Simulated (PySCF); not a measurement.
BeHCl, SMILES [BeH][Cl].

Geometry: PBE0-D3(BJ)/def2-TZVPD.

All values below come from PBE0-D3(BJ)/def2-TZVPD (PySCF).

Frequencies are harmonic and unscaled.

Modes within 1.5 cm⁻¹ of each other (mostly degenerate sets) share a row, with their intensities summed.

```
mode  ν (cm⁻¹)  IR (km/mol)  Raman (Å⁴/amu)  depolarisation  moving atoms (share of kinetic energy)
----  --------  -----------  --------------  --------------  --------------------------------------
1–2        517        330.1             0.0               –                         H 74 %, Be 25 %
3          816         85.8            19.5            0.05                Be 67 %, Cl 22 %, H 11 %
4         2181        151.8           137.3            0.06                         H 87 %, Be 13 %
```
